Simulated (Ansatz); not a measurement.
Reactions of C4H3N3OSi, SMILES `CO[Si](C#N)(C#N)C#N`.

Program: Ansatz. Geometries: PBE0-D4/def2-TZVP. ΔE: electronic, gas phase. CBS: MP2 limit from def2 TZ/QZ plus the TZ coupled-cluster correction, frozen cores. This one scheme is used for every species. DFT in def2-TZVPP. For Mg outer-core shells are correlated without core-valence functions, which leaves a few kJ/mol of doubt a bond. Each species was taken in one conformer, which may not be the lowest.

```
                                                                           reaction  CCSD(T)/CBS(def2) (eV)
            `CO[Si](C#N)(C#N)C#N` + `C[SiH2]F` → `N#C[SiH](C#N)C#N` + `CO[SiH](C)F`                   -0.08
          `CO[Si](C#N)(C#N)C#N` + `F[SiH2]Cl` → `N#C[Si](F)(C#N)C#N` + `CO[SiH2]Cl`                    0.21
`CO[Si](C#N)(C#N)C#N` + `C[CH2][Mg][Cl]` → `N#C[Si](Cl)(C#N)C#N` + `C[CH2][Mg][O]C`                       ?
                         `CO[Si](C#N)(C#N)C#N` + H–F → `N#C[Si](F)(C#N)C#N` + CH₃OH                   -0.11
    `CO[Si](C#N)(C#N)C#N` + `C[SiH](C)C#N` → `N#C[Si](C#N)(C#N)C#N` + `CO[SiH](C)C`                    0.62
```

**Question.** Fill in the missing values. (Best estimate.)

**Answer.** The calculation gave: `CO[Si](C#N)(C#N)C#N` + `C[CH2][Mg][Cl]` → `N#C[Si](Cl)(C#N)C#N` + `C[CH2][Mg][O]C`: +1.16 eV.

Largest T1 diagnostic: 0.015, for `N#C[Si](C#N)(C#N)C#N`.
